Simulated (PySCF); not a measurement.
Several compounds and their computed core spectra got separated.

Method: delta-SCF UKS SCAN, pcX-2 on the ionised atom, pcseg-1 elsewhere, spin-free X2C in PySCF 2.14.0. Geometries: PBE0-D3(BJ)/def2-SVP; isolated species, one conformer each.

Line lists (1s up to Mg, 2p3/2 beyond, nothing for Al; areas count atoms within a level, one atom standing for each set equivalent by bonding):
1. C 1s: 291.55 eV; P 2p3/2: 137.69 eV; Cl 2p3/2: 205.09 eV
2. C 1s: 290.95 (area 1), 291.69 (area 1), 292.44 (area 1) eV; N 1s: 404.22 (area 1), 406.46 (area 1) eV
3. C 1s: 291.03 (area 1), 291.12 (area 1), 293.06 (area 1) eV; O 1s: 537.44 eV; P 2p3/2: 136.47 eV
4. C 1s: 290.63 (area 1), 290.65 (area 1), 291.30 (area 1), 292.01 (area 1) eV; Cl 2p3/2: 206.64 eV

Structures:
A. `C[P+](C)(C)[Al-]([Cl])([Cl])[Cl]`
B. `CPC(C)=O`
C. `C[C@H]1C=C1Cl`
D. `N#C/C=C\N`

Match each list to its structure.

- 1 = A: no other candidate has this set of levels. C 1s: 291.55 sp3 carbon bound to phosphorus (×3); P 2p3/2: 137.69 phosphorus bonded to Al and 3 C; Cl 2p3/2: 205.09 chlorine bonded to Al (×3).
- 2 = D: no other candidate has this set of levels. C 1s: 290.95 alkene CH carbon, 291.69 nitrile carbon, 292.44 vinylic carbon bearing nitrogen; N 1s: 404.22 nitrile nitrogen, 406.46 enamine nitrogen.
- 3 = B: no other candidate has this set of levels. C 1s: 291.03 sp3 carbon bound to phosphorus, 291.12 methyl carbon next to a carbonyl, 293.06 carbonyl carbon; O 1s: 537.44 carbonyl oxygen; P 2p3/2: 136.47 phosphine phosphorus.
- 4 = C: no other candidate has this set of levels. C 1s: 290.63 methyl carbon, 290.65 alkene CH carbon, 291.30 allylic carbon, 292.01 vinylic C–Cl carbon; Cl 2p3/2: 206.64 vinyl chlorine.

Spin–orbit coupling isn't in the SCF: each 2p doublet comes from a relaxed spin-free hole plus a matrix of the shell (mean-field spin–orbit coupling and the ground-state 2p splitting), with 2p3/2 averaged over its two sublevels. 1 of these hole states is spin-contaminated (⟨S²⟩ 0.94, against 0.75; counted from 0.85) and less certain.
